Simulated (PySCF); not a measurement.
Computed shifts of a molecule C5H7F, PySCF with KT2/pcSseg-1, GIAO, gas phase, atoms alike by connectivity averaged where their shifts nearly agree, in ppm (number of nuclei): ¹³C: 151.3 (1), 138.8 (1), 115.7 (1), 109.9 (1), 35.9 (1). ¹⁹F: -150.2 (1). ¹H: 6.99 (1), 5.97 (1), 5.48 (1), 5.37 (1), 4.75 (1), 3.89 (1), 2.61 (1). References: ¹³C against TMS (σ = 185.1 ppm); ¹⁹F against CFCl3 (σ = 127.1 ppm); ¹H against TMS (σ = 31.47 ppm), references at their B3LYP-D3(BJ)/def2-TZVP geometries, non-relativistic. Coordinates come from a B3LYP-D3(BJ)/def2-SVP optimisation. Other conformers were not sampled.

Task: Which molecule gave these data?
(A) C=C/C(C)=C\F
(B) C=CC/C=C\F
(C) C/C=C/C=C\F
(D) FC=C1CCC1

Result: B, C=CC/C=C\F
